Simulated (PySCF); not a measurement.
Pr²⁸⁺: fine-structure interval

Pr²⁸⁺ [Ar] 3d10 4s2 4p1 [4p1/2^1, M_J = 1/2] → Pr²⁸⁺ [Ar] 3d10 4s2 4p1 [4p3/2^1, M_J = 3/2], as a difference of total energies. Computed with PySCF 2.14 in an uncontracted even-tempered set (17 s from 2.4 bohr⁻², ratio 2.8; 13 p from 3.1 bohr⁻², ratio 2.8; 8 d from 5.6 bohr⁻², ratio 2.8; 4 f from 14 bohr⁻², ratio 3), with the two-component X2C-1e Hamiltonian. Correlated levels: [Ne] frozen; the 74 highest virtual spinors dropped. "Screened" scales the spin-orbit matrix elements by Boettger's factors to mimic the two-electron term; Breit and QED terms are absent.

```
                    method  fine-structure interval (cm⁻¹)
 GHF (screened spin-orbit)                          237520
GMP2 (screened spin-orbit)                          235760
     GHF (bare spin-orbit)                          246350
```
